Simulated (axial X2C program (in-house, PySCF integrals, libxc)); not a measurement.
Low determinants of KC⁻ at the PBE0 level, two-component

Computed with an axial X2C code built on PySCF integrals. Two-component (2c) means X2C with spin–orbit coupling and atomic mean-field two-electron Coulomb and Gaunt terms. Basis: K dyall-acv3z [12s13p7d3f], C dyall-av3z [8s7p3d2f] (cores contracted in-house); Gaussian nuclei, density fitting, unrestricted open shells. Masses: K 38.964 u, C 12.000 u.

Search at 2.600 Å (vertical energies from the lowest determinant):

```
ΔE (eV)  state  electrons beyond evenly filled partner blocks  electrons in ±ω = 1/2, 3/2, 5/2, 7/2
   0.00  Ω = 1                              ω = -1/2, ω = 3/2                              21 5 0 0
   0.03  Ω = 2                               ω = 1/2, ω = 3/2                              21 5 0 0
   0.57  Ω = 3                                    2 × ω = 3/2                              20 6 0 0
   0.73  Ω = 0                          3 × ω = 1/2, ω = -3/2                              21 5 0 0
   1.24  Ω = 1                                    2 × ω = 1/2                              20 6 0 0
   1.48  Ω = 1                              ω = -3/2, ω = 5/2                              20 5 1 0
   1.88  Ω = 1                                    2 × ω = 1/2                              22 4 0 0
```

Lowest determinant, Ω = 1 (⟨Sz⟩ = 1.00, ⟨Lz⟩ = 0.00 at PBE0): Re = 2.658 Å, ωe = 278.8 cm⁻¹.

The determinant in row 2 of the search, Ω = 2 (⟨Sz⟩ = 2.00, ⟨Lz⟩ = 0.00 at PBE0), was followed along the bond at PBE0; measured from the minimum of the lowest determinant it gives:

Te = 0.035 eV (284 cm⁻¹), Re = 2.648 Å, ωe = 282.7 cm⁻¹.

Compare the bond of the determinant in row 2 with that of the lowest one.

At PBE0 its Re is 0.010 Å shorter and its force constant, which goes as ωe², is 1.03 times that of the lowest determinant. T0 ≈ Te + Δωe/2 = 284 + (2) = 286 cm⁻¹.

The search compares states at one distance, so a state with another bond length can lie lower; it is not exhaustive and yields mostly the lowest determinant of each block pattern, so other components and higher states of one pattern are missing. These are energies of single determinants, not of spin-adapted states; PBE0 term energies can be off by some tenths of an eV, and the functional has no current term. Open-shell Ω = 0 determinants with evenly filled partner blocks cannot be reached by this program, so the Ω shown need not be the lowest component. The lowest determinant need not be the ground state where others lie within half an eV. For an anion, determinants above electron detachment are held by the basis set. The highest occupied level of some functionals is positive through self-interaction error; at Hartree–Fock it is bound. Row 1 has a positive highest level at its minimum. Row 2 has a positive highest level at its minimum.
